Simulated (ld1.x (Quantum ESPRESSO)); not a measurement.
Pb (Z = 82): variants of one TM semilocal potential

Base potential:

* Element: lead (Pb)
* Generator: ld1.x (Quantum ESPRESSO) 7.5
* Type: norm-conserving Troullier–Martins (semilocal form)
* Functional: PBEsol
* Relativity: scalar-relativistic
* Frozen core: [Xe] 4f14
* Valence charge: 14
* Reference configuration: 5d10 6s2 6p2
* Partial waves: 6s (bound): rc 1.55 bohr; 5d (bound): rc 1.95 bohr; 6p (bound): rc 2.45 bohr
* Local potential: the p channel
* Core correction: none

All-electron outer shells of the reference configuration (PBEsol, scalar-relativistic, ld1.x):

```csv
shell,level (eV),outermost node (bohr),outermost maximum (bohr)
4f,-132.94,–,0.35
5p,-85.81,0.49,0.88
5d,-21.16,0.52,1.07
6s,-12.10,1.01,1.95
6p,-3.52,1.18,2.63
```

Cutoffs, loose and tight: the cutoffs (Ry, on a coarse ladder) from which the occupation-weighted sum of valence levels, in a spherical-Bessel basis at the reference potential, stays within 10 and 1 mRy of its value at 400 Ry. They do not see the model core or the augmentation charge, which bear on the density cutoff. Test errors are all-electron minus pseudo excitation energies from the reference, over the configurations 5d10 6s2 6p1; 5d10 6s2 6p0; 5d10 6s1 6p0; 5d10 6s0 6p0; 5d10 6s1 6p3; 5d10 6s2 6p1.5; 5d10 6s0 6p4. A dash means not determined; rows that change the core or the reference have their own tests.

A true bound ghost makes a file unfit for plane-wave use even where its test errors are small: the radial tests pick states by their node count and pass the ghost by.

A semilocal file is local in each channel, so a ghost entry of none says nothing of the separable form that plane-wave codes build from it.

```tsv
change	outcome	cutoff, loose	cutoff, tight	bound ghosts	largest test error (meV)
base	generated	55 Ry	140 Ry	none	+17
all radii scaled by about 0.83 (s 1.28, p 2.02, d 1.62 bohr)	generated	140 Ry	over 300 Ry	s	no test is counted, since the test run did not reproduce the reference configuration
all radii scaled by about 0.93 (s 1.44, p 2.30, d 1.82 bohr)	generated	90 Ry	180 Ry	none	+150
all radii scaled by about 1.16 (s 1.80, p 2.84, d 2.26 bohr)	generated	45 Ry	80 Ry	none	-34
all radii scaled by about 1.20 (s 1.86, p 2.94, d 2.34 bohr)	generated	45 Ry	70 Ry	none	-47
all radii scaled by about 1.29 (s 2.00, p 3.16, d 2.52 bohr)	generated	40 Ry	70 Ry	none	-105
all radii scaled by about 1.38 (s 2.14, p 3.38, d 2.70 bohr)	generated	40 Ry	70 Ry	none	-201
```

Task: What comes out with this change to the base: all radii scaled by about 1.07 (s 1.66, p 2.62, d 2.08 bohr)?

Result: outcome: generated; cutoff, loose: 50 Ry; cutoff, tight: 90 Ry; bound ghosts: none; largest test error (meV): -16.

Reading the sweep of the scale of all radii (base = 1) (base included, trends over the rows without a ghost): The loose cutoff falls from 90 Ry at 0.93 to 40 Ry at 1.38. A larger radius leaves more room for a smooth pseudo-wave, so fewer plane waves are needed; a smaller one forces it to follow the all-electron wave where it bends sharply. The median size of the test errors (rows with all tests solved) is not monotonic: lowest 3.0 meV at 1.16, highest 30.5 meV at 1.38. Bound ghosts are found at 0.83.
